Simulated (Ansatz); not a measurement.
## Match the barriers

Saddle point of ZnH2BrCl, closed shell (ZnBrCl + H₂ → ZnHCl ([Cl][ZnH]) + HBr; bonds formed: Zn1–H5, Br2–H4; bonds broken: Zn1–Br2, H4–H5), PBE0-D4/def2-TZVP structure:

```
5
angstrom
Zn -0.5430 0.0678 0.3914
Br 1.0827 -0.8364 -1.4810
Cl -2.4722 -0.6033 0.8706
H 1.1460 0.3526 -0.3306
H 0.7865 1.0192 0.5496
```

Program: Ansatz 0.2.0. Basis: def2-TZVPP, with def2-QZVPP for the basis limit. Cores are frozen in the correlated methods. The 3s and 3p shells of Cu and Zn are frozen; filled d shells are correlated. The def2 sets are not built for correlating such inner shells, so the correlated values are less sure here. B3LYP uses VWN-RPA correlation. Extrapolation: Hartree–Fock as exp(−7.88 √X), correlation as X^−2.97. Four methods, as single points on the PBE0-D4 structures, gave these electronic barriers from the start structure: 131.2, 155.1, 171.5, 209.6 kJ/mol.

Question: The methods were, in alphabetical order, B3LYP-D4, BHLYP-D4, HF, PBE-D4. Which gave which? (A judgement: the text doesn't fix the answer.)

Answer: The calculation gives: PBE-D4 131.2; B3LYP-D4 155.1; BHLYP-D4 171.5; HF 209.6 kJ/mol. For comparison, CCSD(T) at an estimated basis limit (MP2 extrapolated from triple and quadruple zeta, plus CCSD(T) − MP2 in triple zeta) gives 167.2 kJ/mol.

No T1 diagnostic of these runs exceeds 0.012.

Labels in which every atom is bracketed show which atoms are joined, not bond orders.

For scale, one of the runs: CCSD(T)/def2-TZVPP, 182 basis functions, launched by `ansatz run in.yaml --threads 4 --pin off --events-out ev --progress --plain --max-ram 9574MiB`. Hardware: 4 CPU threads of an Arm Neoverse V2, shared host. Wall time 40 s; peak host memory 1.7 GiB.
